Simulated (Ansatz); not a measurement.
One change: `C1[SiH2][Te]1` becomes `Cl[SiH]1C[Te]1`.

Ansatz, PBE0-D4/def2-TZVP geometries, multiplicity 1. 

Elements past krypton have def2 core potentials.

```
                                          property  `C1[SiH2][Te]1`
               HOMO energy (B3LYP/def2-TZVPP) / eV            -5.91
size of the dipole moment (ωB97M-V/def2-TZVPP) / D             1.51
    zero-point energy (PBE0-D4/def2-TZVP) / kJ/mol            113.9
  size of the dipole moment (B3LYP/def2-TZVPP) / D             1.44
           HOMO–LUMO gap (ωB97M-V/def2-TZVPP) / eV             8.94
             LUMO energy (ωB97M-V/def2-TZVPP) / eV             0.73
```

(1) Give the same properties after the change, and the shifts. (Best estimate.)

## Answers

(1) The calculation gave: 
```tsv
property	`Cl[SiH]1C[Te]1`	shift
HOMO energy (B3LYP/def2-TZVPP) / eV	-6.17	-0.26
size of the dipole moment (ωB97M-V/def2-TZVPP) / D	1.23	-0.28
zero-point energy (PBE0-D4/def2-TZVP) / kJ/mol	97.9	-16.0
size of the dipole moment (B3LYP/def2-TZVPP) / D	1.24	-0.20
HOMO–LUMO gap (ωB97M-V/def2-TZVPP) / eV	8.91	-0.03
LUMO energy (ωB97M-V/def2-TZVPP) / eV	0.45	-0.28
```

With PBE0 the HOMO falls by 0.26 eV and the LUMO falls by 0.33 eV, so the gap narrows by about 0.07 eV. PBE moves the HOMO by -0.25 eV and ωB97M-V by -0.25 eV. Dipoles are sizes alone; their direction can turn.

B3LYP here is the variant with VWN-RPA as its local correlation; programs differ in this.

Spin–orbit coupling is left out; it splits and shifts lone-pair levels of the heavy atoms by tenths of an eV.
